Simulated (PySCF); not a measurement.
Static response to an electric field

GeH(OMe)3, C3H10GeO3.
Structure used (PBE0-D3(BJ)/def2-SVP), in Å, numbered top down from 1:
```xyz
17
C3H10GeO3 angstrom
Ge     0.0143   -0.0030    0.4250
H      0.1219    0.0089    1.9608
O      1.5990   -0.0720   -0.3383
C      2.4073   -1.2153   -0.2358
H      2.6698   -1.4559    0.8124
H      3.3455   -1.0245   -0.7788
H      1.9259   -2.1039   -0.6807
O     -0.7873    1.4361   -0.1924
C     -0.1436    2.6843   -0.2108
H      0.0625    3.0671    0.8067
H     -0.8072    3.4062   -0.7113
H      0.8105    2.6506   -0.7652
O     -0.9010   -1.3887   -0.1561
C     -2.2936   -1.4687    0.0037
H     -2.5959   -1.5042    1.0677
H     -2.6422   -2.3977   -0.4732
H     -2.8145   -0.6200   -0.4734
```

Level: PBE0/def2-SVPD (PySCF), static field, nuclei fixed, core orbitals frozen in the response. The polarisability tensor in these axes (au):

```
x   84.01  0.08 -0.68
y    0.08 83.65 -0.47
z   -0.68 -0.47 69.08
```

**Question.** Diagonalise the tensor; give its mean and Δα, where Δα² is half the sum of the squared differences of the eigenvalues.

**Answer.** Principal values 69.03, 83.64 and 84.07 au; mean 78.91 au = 11.69 Å³ = 13.01 × 10⁻⁴⁰ C²·m²/J; Δα = 14.83 au (19 % of the mean).

**Question.** What is the dipole moment, and where does it point?

**Answer.** (0.15, 0.04, 1.43) D, 1.44 D in size, pointing from the negative to the positive side. Measured along this direction, the outermost atoms are H16, H17 and H11 at the negative end and H2 at the positive end.

**Question.** Find the Langevin capture rate constant for NO+ (29.998 u) meeting this molecule (167.984 u), k = 2.342 × 10⁻⁹ cm³/s × √(α in Å³ / reduced mass in u).

**Answer.** The reduced mass is 25.45 u, so k = 1.59 × 10⁻⁹ cm³/s. The formula leaves out the permanent dipole, which adds to the capture rate.

**Question.** How large is μ²/3kT at 400 K beside α?

**Answer.** In Gaussian units μ²/3kT = 12.52 Å³ against 11.69 Å³, a ratio of 1.07; the Debye molar polarisation (4π/3)N_A(α + μ²/3kT) is 61.1 cm³/mol, leaving out the vibrational part.

**Question.** What are the principal values of the traceless quadrupole moment, Θ = ½Σq(3rr − r²1), about the centre of nuclear charge?

**Answer.** -3.38, 1.47, 1.90 D·Å. The values depend on the origin, since the dipole doesn't vanish. The electronic extent ⟨r²⟩ about the same centre is 1192 bohr², a root-mean-square distance of 1.99 Å for the 84 electrons.

Geometry: PBE0-D3(BJ)/def2-SVP, one conformer, isolated molecule. The calculation is non-relativistic, for germanium too.

The run behind these numbers computed excited states as well. Time: 88 s wall (with the writing of density and orbital grids); peak memory 1.0 GiB. Hardware: one thread of an Arm Neoverse V1, shared host.
